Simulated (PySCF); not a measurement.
C₄H₃BrClF.

```xyz
10

C      3.1290    -0.6067    -1.0329
C      1.8992    -0.7383    -0.6139
C      0.6610    -0.8651    -0.2044
Cl     0.2080    -1.9838     1.0663
C     -0.4842    -0.0848    -0.7782
F     -0.1192     0.5437    -1.9161
Br    -1.1333     1.2692     0.5225
H      3.5197    -1.2138    -1.8581
H      3.8102     0.1197    -0.5741
H     -1.3581    -0.7258    -0.9602
```

Geometry optimised at B3LYP-D3(BJ)/def2-SVP. The structure was generated by enumeration; whether it is a known compound was not checked. One conformer was computed; it need not be the lowest.

These are PBE/pcSseg-1 (PySCF) values and carry that method's errors. Non-relativistic, no solvent.

Computed absolute GIAO shielding of each atom: isotropic value and principal components (ppm):
| atom | σ(iso) | σ11 | σ22 | σ33 | span |
|---|---|---|---|---|---|
| C1 | 85.9 | -5.4 | 102.5 | 160.7 | 166.2 |
| C2 | -36.7 | -49.5 | -40.8 | -19.9 | 29.6 |
| C3 | 61.4 | 4.0 | 71.3 | 108.9 | 104.9 |
| Cl4 | 692.5 | 542.8 | 602.7 | 932.0 | 389.2 |
| C5 | 65.2 | 14.3 | 72.6 | 108.6 | 94.3 |
| F6 | 298.1 | 231.3 | 292.8 | 370.2 | 139.0 |
| Br7 | 1734.3 | 991.2 | 1323.3 | 2888.4 | 1897.2 |
| H8 | 25.4 | 23.5 | 23.7 | 28.9 | 5.4 |
| H9 | 25.3 | 23.4 | 23.8 | 28.7 | 5.3 |
| H10 | 24.4 | 21.3 | 22.8 | 29.0 | 7.7 |
